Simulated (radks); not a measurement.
Ionisation of the palladium ion Pd+, [Kr] 4d9, to [Kr] 4d8 as the strength of local exchange is varied. Calculated with a radial shooting solver on a logarithmic mesh with Libxc functionals: Dirac Kohn-Sham, Slater X-alpha exchange (alpha = 2/3 is LDA exchange), no correlation, spin-unpolarised, spherical densities, finite nucleus; open shells fill j = l - 1/2 first; Fermi nuclear charge, rms radius 4.5318 fm.

alpha	E(Pd+) (hartree)	exchange (hartree)	IE (eV)	-e of the level emptied (eV)	<r> of it (bohr)
0.578	-5019.56152	-116.34390	17.959	12.055 (4d5/2)	1.521
0.619	-5027.82123	-124.80615	18.613	12.620 (4d5/2)	1.504
0.648	-5033.67184	-130.80834	19.085	13.030 (4d5/2)	1.493
0.667	-5037.50875	-134.74831	19.398	13.303 (4d5/2)	1.486
0.767	-5057.75212	-155.58266	21.100	14.797 (4d5/2)	1.449
0.816	-5067.70145	-165.85133	21.966	15.564 (4d5/2)	1.432

NIST Atomic Spectra Database: 19.4 +/- 0.12 eV (semi-empirical). The Delta-SCF value meets it near alpha = 0.67. Spin polarisation and multiplet splitting are left out, so open shells lie too high by an amount that depends on their filling.

Beside tabulated values, note that spin-unpolarised runs miss the spin-polarisation part of the exchange energy of open shells.
